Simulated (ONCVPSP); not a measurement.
lithium ONCV: all-electron and pseudo phase curves

ONCVPSP 4.0.1 input, shortened (lines: element, Z, core and valence counts, functional; n l f; lmax; l rc ep ncon nbas qcut; lloc lpopt rc5 dvloc0; l nproj debl; icmod fcfact rcfact), PW91, scalar-relativistic:

```
  Li 3.00    1    1  -109134      upf
    1    0    2.00
    2    0    1.00
    2
    0    2.15    0.00    5    9    2.80
    1    2.30    0.34    5    9    3.70
    2    2.30    0.41    4    9    3.70
    4    5    2.00    4.00
    0    1    0.60
    1    2    2.70
    2    2    2.30
    3    5.60    1.55
```

The phase is arctan(r·R′/R) of the radial function R(r), unwrapped; energies in Ha, scanned from -2 to 5 Ha. A pole is an energy at which the radial function vanishes at the test radius. The pseudo phase is shifted by a multiple of π to meet the all-electron one at the reference energy, and phase errors are pseudo minus all-electron; the curves can meet again beyond the range given. Levels narrower than the energy grid can be missing from the lists of poles.

```json
{"channel": "s", "radius (bohr)": "2.18", "reference energy (Ha)": "-0.11", "poles, all-electron": "-1.90, 1.50", "poles, pseudo": "1.37", "unbroken range about the reference energy with phases within 0.05 rad": "-1.7 to 1.9", "phase error 1 Ha above the reference energy (rad)": "-0.020"}
{"channel": "p", "radius (bohr)": "2.33", "reference energy (Ha)": "0.34", "poles, all-electron": "0.91, 4.09", "poles, pseudo": "0.91, 4.12", "unbroken range about the reference energy with phases within 0.05 rad": "the whole range", "phase error 1 Ha above the reference energy (rad)": "+0.004"}
{"channel": "d", "radius (bohr)": "2.33", "reference energy (Ha)": "0.41", "poles, all-electron": "2.35", "poles, pseudo": "2.35", "unbroken range about the reference energy with phases within 0.05 rad": "below 4.0", "phase error 1 Ha above the reference energy (rad)": "+0.000"}
```

Phases in the s channel:

```csv
E (Ha),all-electron,pseudo
-1.98,1.052,-1.892
-1.80,-1.832,-1.915
-1.62,-1.904,-1.942
-1.44,-1.950,-1.976
-1.26,-1.998,-2.018
-1.08,-2.058,-2.075
-0.90,-2.137,-2.151
-0.72,-2.250,-2.262
-0.54,-2.422,-2.431
-0.36,-2.696,-2.701
-0.18,-3.115,-3.115
0.00,-3.598,-3.599
0.18,-3.977,-3.983
0.36,-4.219,-4.229
0.54,-4.372,-4.387
0.72,-4.476,-4.493
0.90,-4.552,-4.572
1.08,-4.610,-4.633
1.26,-4.658,-4.685
1.44,-4.700,-4.731
1.62,-4.739,-4.776
1.80,-4.777,-4.821
1.98,-4.816,-4.872
2.16,-4.859,-4.932
2.34,-4.910,-5.010
2.52,-4.976,-5.122
2.70,-5.068,-5.302
2.88,-5.215,-5.627
3.06,-5.479,-6.190
3.24,-5.991,-6.797
3.42,-6.679,-7.167
3.60,-7.134,-7.367
3.78,-7.367,-7.485
3.96,-7.497,-7.563
4.14,-7.579,-7.617
4.32,-7.635,-7.658
4.50,-7.677,-7.690
4.68,-7.709,-7.716
4.86,-7.736,-7.738
```
